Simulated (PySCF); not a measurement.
A structure optimised at PBE-D3(BJ)/def2-SVP, used in a PySCF frequency run:

```
N
C 1 1.4169
C 2 1.3615 1 96.60
H 3 1.0937 2 136.46 1 177.29
H 2 1.1012 3 137.64 4 -2.01
C 1 1.4987 2 87.63 5 -179.68
H 6 1.1110 1 112.32 2 -118.66
H 6 1.1111 7 109.75 1 126.47
Si 1 1.7278 2 136.38 5 -17.15
F 9 1.6449 1 114.29 2 -78.93
H 9 1.4959 10 106.55 1 118.02
H 9 1.4963 11 115.18 10 -118.28
```
Charge 0, spin multiplicity 1.

Question: Write its SMILES and formula.

Answer: F[SiH2]N1C=CC1, C3H6FNSi

Question: What are its rotational constants (standard atomic weights)?

Answer: 7.4160, 1.6463, 1.6061 GHz
